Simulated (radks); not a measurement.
Removal energies from the mercury ion Hg11+, [Xe] 4f14 5d1, by Delta-SCF beside the eigenvalue of the level emptied. All-electron calculation, scalar-relativistic Kohn-Sham, BLYP, spin-polarised, spherical densities, finite nucleus; Fermi nuclear charge, rms radius of each element as measured or else 0.836 A^(1/3) + 0.57 fm. Program: a radial shooting solver on a logarithmic mesh with Libxc functionals. Open shells are filled with parallel spins first.

removed from         final configuration  Delta-SCF (eV)  -eigenvalue (eV)
5d                             [Xe] 4f14          191.47            181.85
5p            [Kr] 4d10 4f14 5s2 5p5 5d1          259.79            248.86
4f                         [Xe] 4f13 5d1          310.17            291.42
5s            [Kr] 4d10 4f14 5s1 5p6 5d1          317.14            305.18
